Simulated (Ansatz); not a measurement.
`[F][Al]([Cl])[Br]` + H₂S → `[F][Al]([SH])[Br]` + HCl  (ligand exchange at the Al–Cl bond)

Calculated with Ansatz (gas phase, PBE0-D4/def2-TZVP geometries, no zero-point term in ΔE). CCSD(T)/CBS adds triple-zeta CCSD(T) − MP2 to the extrapolated MP2 energy (def2 sets, frozen cores). This one scheme is used for every species. DFT in def2-TZVPP. For Br outer-core shells are correlated without core-valence functions, which leaves a few kJ/mol of doubt a bond. Scalar relativity is left out up to krypton. One conformer a species, not always the lowest.

```tsv
level	ΔE (kJ/mol)
r2SCAN	42.0
PBE0	39.3
HF/def2-SVP	56.1
CCSD/def2-SVP	48.9
```

(1) What does CCSD(T)/CBS give? (Best estimate.)

Largest T1 diagnostic among the species: 0.010.

Results:

(1) The calculation gave: +42.2 kJ/mol. The listed levels differ from it by -0.2, -2.9, 13.9, 6.7 kJ/mol.

From BLYP to BHLYP (50 % exact exchange), in def2-TZVPP and without D4, ΔE moves by +4.4 kJ/mol. Leaving LDA and LC-ωPBE aside and taking each functional with its dispersion term where it has one, the values, not all of them listed here, spread over 9.9 kJ/mol, from PBE-D4 to BHLYP-D4. In def2-TZVPP, CCSD(T) changes the Hartree–Fock value by −11.5 kJ/mol (the triples alone add −1.9 kJ/mol) and MP2 by −11.2 kJ/mol.
